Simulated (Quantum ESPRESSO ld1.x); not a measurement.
Task: All-electron atom: Sn+ in [Kr] 4d10 5p3 (not the ground configuration). Method: Dirac Kohn-Sham, PBE, spin-unpolarised, spherical densities, point nucleus; open shells are shared between the two j in proportion to 2j + 1; computed with ld1.x of Quantum ESPRESSO 7.5.

Spin-orbit splittings of the eigenvalues, e(l+1/2) - e(l-1/2), with zeta = 2 splitting/(2l+1) and mean radii in bohr:

shell  occ.  splitting (eV)  zeta (eV)  <r> j=l-1/2  <r> j=l+1/2
2p        6           230.6      153.8       0.1058       0.1112
3p        6           42.12      28.08       0.3299       0.3411
3d       10           8.693      3.477       0.3125       0.3161
4p        6           7.573      5.049       0.8652       0.8946
4d       10           1.053     0.4213        1.081        1.095
5p        3               ?          ?        2.734        2.833

Estimate the 5p splitting.

Result: 0.6286 eV (zeta = 0.4191 eV).
